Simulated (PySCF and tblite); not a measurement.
Values are calculated unless marked as measured or tabulated.
System: C5H8O2, numbered as in [CH3:1][C:2](=[O:3])/[CH:4]=[C:5](/[CH3:6])[OH:7].

Level: CAM-B3LYP/pcSseg-1 + D3(BJ) on GFN2-xTB stationary points, with GFN2-xTB thermal terms. Rates follow Eyring's equation with the number of equivalent paths and no tunnelling. (PySCF 2.14 with density fitting, tblite 0.8.)

(1) How high is the barrier to the rotation about the C5–O7 bond (torsion C4–C5–O7–H from 0° to 180°, rising), through which structure does it pass, and what rate follows at 298 K?

Results:

(1) The electronic barrier is 21.4 kcal/mol and ΔG‡(298 K) 20.5 kcal/mol, over a C1 saddle with an imaginary mode of 531i cm⁻¹ (GFN2-xTB). With 2 equivalent paths, k is 0.012 s⁻¹, a mean lifetime of the start of 1.3 min against this motion. The end lies 17.2 kcal/mol above the start in free energy.
